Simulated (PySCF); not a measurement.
Compound: C₆H₅Cl.
Structure used (GFN2-xTB), in Å, numbered top down from 1:
```
atom  x, y, z in Å
Cl1    3.0028   -0.9311    0.8102
C2     1.9583    0.2290    0.1247
C3     0.6308    0.0762    0.0367
C4    -0.1929   -1.0426    0.4779
C5    -1.4738   -0.7556    0.1851
C6    -1.5339    0.5499   -0.4543
C7    -0.2895    1.0505   -0.5458
H8     2.4629    1.1129   -0.2389
H9     0.1960   -1.9234    0.9509
H10   -2.3345   -1.3692    0.3796
H11   -2.4441    1.0131   -0.7891
H12    0.0190    1.9895   -0.9631
```

The closed-shell ground state was solved at several levels (PySCF, density fitting, gas phase, non-relativistic).

| level | basis functions | total energy (Eh) | HOMO (eV) | LUMO (eV) | gap (eV) | dipole (D) |
| --- | --- | --- | --- | --- | --- | --- |
| PBE0/pcSseg-1 | 151 | -691.3125 | -6.56 | -2.21 | 4.35 | 0.84 |
| CAM-B3LYP/def2-SVPD | 187 | -691.3699 | -7.85 | -1.16 | 6.69 | 0.90 |

(1) Estimate the row for PBE0/def2-SVPD, a basis of 187 functions; the other rows only guide the guess.

(2) Over all these levels, which gives the widest orbital gap and which the narrowest?

(3) How far do the dipole and the HOMO energy spread over the levels?

Results:

(1) Total energy -691.0680 Eh, HOMO -6.56 eV, LUMO -2.24 eV, gap 4.32 eV, dipole 0.84 D.

(2) CAM-B3LYP/def2-SVPD (range-separated hybrid) has the widest, 6.69 eV, and PBE0/def2-SVPD (global hybrid, 25 % exact exchange) the narrowest, 4.32 eV. The two share the basis. From the narrowest to the widest the HOMO moves by -1.29 eV and the LUMO by +1.08 eV.

(3) The dipole runs from 0.84 to 0.90 D (mean 0.86 D) and the HOMO from -7.85 to -6.56 eV.
